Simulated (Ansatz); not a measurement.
Ansatz (a program for electronic structure) input (B3LYP-D3(BJ)/def2-TZVP):

Ansatz 0.2 input:
```yaml
crystal:
  periodic: [false, false, false]
  atoms:
    - {symbol: Rb, position_ang: [-0.00000000, -0.00000000, -0.67636361]}
    - {symbol: F, position_ang: [0.00000000, 0.00000000, 2.78060594]}
basis:
  gaussian:
    orbitals: def2-TZVP
hamiltonian:
  xc: b3lyp
  dispersion: d3bj
total_charge: 1
magnetization: {spin_polarized: true, initial_magnetization: 1}
phonons: {temperatures: {t_min: 298.15, t_max: 298.15, t_step: 100}}
```

Output:

```
Functional definition: B3LYP
integrals: 0.01 GiB planned
480 factors; their error is unknown
mean field: 0.17 GiB planned
mean field evaluation 1: about -3325.5505 eV, gradient 9.4e1 eV
mean field evaluation 2: about -2994.5522 eV, gradient 1.4e2 eV
mean field evaluation 4: about -3364.8855 eV, gradient 1.9e1 eV
mean field evaluation 8: about -3366.3707 eV, gradient 9.4e-2 eV
mean field evaluation 16: about -3366.3828 eV, gradient 1.5e-5 eV
mean field evaluation 32: about -3366.3828 eV, gradient 1.2e-6 eV
mean field -3366.38280112 eV, -123.7122861249 hartree, gradient 9.0e-7 eV, S^2 0.751608; 1 other end points of the search recorded, 0 dependent functions left out
the calculation of the forces begins
reference -3366.38302544 eV, -123.7122943686 hartree; 9, 8 occupied and 55, 56 virtual orbitals, 480 factors
these checks for a lower state are left out or cut short: stability, starts, cluster_reference, orbital_swaps, neighbouring_geometries, increment
integrals: 0.01 GiB planned
480 factors; their error is unknown
mean field: 0.17 GiB planned
mean field -3366.38280108 eV, -123.7122861236 hartree, gradient 3.5e-7 eV, S^2 0.751608; 0 other end points of the search recorded, 0 dependent functions left out
the calculation of the forces begins
reference -3366.38302541 eV, -123.7122943673 hartree; 9, 8 occupied and 55, 56 virtual orbitals, 480 factors
these checks for a lower state are left out or cut short: stability, starts, cluster_reference, orbital_swaps, neighbouring_geometries, increment
integrals: 0.01 GiB planned
480 factors; their error is unknown
mean field: 0.17 GiB planned
mean field -3366.38280108 eV, -123.7122861236 hartree, gradient 3.5e-7 eV, S^2 0.751608; 0 other end points of the search recorded, 0 dependent functions left out
the calculation of the forces begins
reference -3366.38302541 eV, -123.7122943673 hartree; 9, 8 occupied and 55, 56 virtual orbitals, 480 factors
these checks for a lower state are left out or cut short: stability, starts, cluster_reference, orbital_swaps, neighbouring_geometries, increment
integrals: 0.01 GiB planned
480 factors; their error is unknown
mean field: 0.17 GiB planned
mean field -3366.38280108 eV, -123.7122861236 hartree, gradient 1.0e-6 eV, S^2 0.751608; 0 other end points of the search recorded, 0 dependent functions left out
the calculation of the forces begins
reference -3366.38302541 eV, -123.7122943673 hartree; 9, 8 occupied and 55, 56 virtual orbitals, 480 factors
these checks for a lower state are left out or cut short: stability, starts, cluster_reference, orbital_swaps, neighbouring_geometries, increment
integrals: 0.01 GiB planned
480 factors; their error is unknown
mean field: 0.17 GiB planned
mean field -3366.38280108 eV, -123.7122861236 hartree, gradient 1.0e-6 eV, S^2 0.751608; 0 other end points of the search recorded, 0 dependent functions left out
the calculation of the forces begins
reference -3366.38302541 eV, -123.7122943673 hartree; 9, 8 occupied and 55, 56 virtual orbitals, 480 factors
these checks for a lower state are left out or cut short: stability, starts, cluster_reference, orbital_swaps, neighbouring_geometries, increment
integrals: 0.01 GiB planned
480 factors; their error is unknown
mean field: 0.17 GiB planned
mean field evaluation 64: about -3366.3829 eV, gradient 4.9e-3 eV
mean field -3366.38289720 eV, -123.7122896560 hartree, gradient 4.0e-6 eV, S^2 0.751608; 0 other end points of the search recorded, 0 dependent functions left out
the calculation of the forces begins
reference -3366.38312147 eV, -123.7122978974 hartree; 9, 8 occupied and 55, 56 virtual orbitals, 480 factors
these checks for a lower state are left out or cut short: stability, starts, cluster_reference, orbital_swaps, neighbouring_geometries, increment
integrals: 0.01 GiB planned
480 factors; their error is unknown
mean field: 0.17 GiB planned
mean field -3366.38270476 eV, -123.7122825839 hartree, gradient 4.0e-6 eV, S^2 0.751608; 0 other end points of the search recorded, 0 dependent functions left out
the calculation of the forces begins
reference -3366.38292915 eV, -123.7122908299 hartree; 9, 8 occupied and 55, 56 virtual orbitals, 480 factors
these checks for a lower state are left out or cut short: stability, starts, cluster_reference, orbital_swaps, neighbouring_geometries, increment
integrals: 0.01 GiB planned
480 factors; their error is unknown
mean field: 0.17 GiB planned
mean field -3366.38280108 eV, -123.7122861236 hartree, gradient 3.5e-7 eV, S^2 0.751608; 0 other end points of the search recorded, 0 dependent functions left out
the calculation of the forces begins
reference -3366.38302541 eV, -123.7122943673 hartree; 9, 8 occupied and 55, 56 virtual orbitals, 480 factors
these checks for a lower state are left out or cut short: stability, starts, cluster_reference, orbital_swaps, neighbouring_geometries, increment
integrals: 0.01 GiB planned
480 factors; their error is unknown
mean field: 0.17 GiB planned
mean field -3366.38280108 eV, -123.7122861236 hartree, gradient 3.5e-7 eV, S^2 0.751608; 0 other end points of the search recorded, 0 dependent functions left out
the calculation of the forces begins
reference -3366.38302541 eV, -123.7122943673 hartree; 9, 8 occupied and 55, 56 virtual orbitals, 480 factors
these checks for a lower state are left out or cut short: stability, starts, cluster_reference, orbital_swaps, neighbouring_geometries, increment
integrals: 0.01 GiB planned
480 factors; their error is unknown
mean field: 0.17 GiB planned
mean field -3366.38280108 eV, -123.7122861236 hartree, gradient 1.0e-6 eV, S^2 0.751608; 0 other end points of the search recorded, 0 dependent functions left out
the calculation of the forces begins
reference -3366.38302541 eV, -123.7122943673 hartree; 9, 8 occupied and 55, 56 virtual orbitals, 480 factors
these checks for a lower state are left out or cut short: stability, starts, cluster_reference, orbital_swaps, neighbouring_geometries, increment
integrals: 0.01 GiB planned
480 factors; their error is unknown
mean field: 0.17 GiB planned
mean field evaluation 96: about -3366.3828 eV, gradient 1.0e-6 eV
mean field -3366.38280108 eV, -123.7122861236 hartree, gradient 1.0e-6 eV, S^2 0.751608; 0 other end points of the search recorded, 0 dependent functions left out
the calculation of the forces begins
reference -3366.38302541 eV, -123.7122943673 hartree; 9, 8 occupied and 55, 56 virtual orbitals, 480 factors
these checks for a lower state are left out or cut short: stability, starts, cluster_reference, orbital_swaps, neighbouring_geometries, increment
integrals: 0.01 GiB planned
480 factors; their error is unknown
mean field: 0.17 GiB planned
mean field -3366.38270476 eV, -123.7122825839 hartree, gradient 4.0e-6 eV, S^2 0.751608; 0 other end points of the search recorded, 0 dependent functions left out
the calculation of the forces begins
reference -3366.38292915 eV, -123.7122908299 hartree; 9, 8 occupied and 55, 56 virtual orbitals, 480 factors
these checks for a lower state are left out or cut short: stability, starts, cluster_reference, orbital_swaps, neighbouring_geometries, increment
integrals: 0.01 GiB planned
480 factors; their error is unknown
mean field: 0.17 GiB planned
mean field -3366.38289720 eV, -123.7122896560 hartree, gradient 4.0e-6 eV, S^2 0.751608; 0 other end points of the search recorded, 0 dependent functions left out
the calculation of the forces begins
reference -3366.38312147 eV, -123.7122978974 hartree; 9, 8 occupied and 55, 56 virtual orbitals, 480 factors
Total energy: -3366.41379392 eV, -123.7134250893 hartree
Atom 0 at    -0.000000    -0.000000    -0.676364 Å, force     0.000000    -0.000000    -0.000038 eV/Å
Atom 1 at     0.000000     0.000000     2.780606 Å, force    -0.000000     0.000000     0.000038 eV/Å
Dipole moment:    -0.000000    -0.000000    -0.630798 e Å
Vibrations: 31.41 cm⁻¹, zero-point energy 0.001947 eV
```
